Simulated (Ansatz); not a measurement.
Reactions of ClH3NO2V (`[NH]=[V]([OH])([OH])[Cl]`).

Isolated molecules relaxed with PBE0-D4/def2-TZVP in Ansatz; ΔE leaves out vibrations. CCSD(T)/CBS is the MP2 limit (def2-TZVPP, def2-QZVPP) plus CCSD(T) − MP2 in def2-TZVPP, frozen cores. This one scheme is used for every species. DFT in def2-TZVPP. For V outer-core shells are correlated without core-valence functions, which leaves a few kJ/mol of doubt a bond. Scalar relativity is left out up to krypton. Each species was taken in one conformer, which may not be the lowest.

```csv
reaction,ωB97X-V (kJ/mol)
`[NH]=[V]([OH])([OH])[Cl]` + H–F → `[NH]=[V]([OH])([OH])[F]` + HCl,-23
`[NH]=[V]([OH])([OH])[Cl]` + NH₃ → `[NH]=[V]([NH2])([OH])[OH]` + HCl,63
`[NH]=[V]([OH])([OH])[Cl]` + NH₃ → `[NH]=[V]([NH2])([OH])[Cl]` + H₂O,26
`[NH]=[V]([OH])([OH])[Cl]` + H₂O → `[NH]=[V]([OH])([OH])[OH]` + HCl,28
`[NH]=[V]([OH])([OH])[Cl]` → `[NH2][V](=[O])([OH])[Cl]`,-74
```

(1) Give the CCSD(T)/CBS values in the same order. (An estimate is asked.)

Largest T1 diagnostic: 0.033, for `[NH2][V](=[O])([OH])[Cl]`, so its coupled-cluster energy is less sure.

## Answers

(1) Computed: -6, 60, 16, 34, -59 kJ/mol.
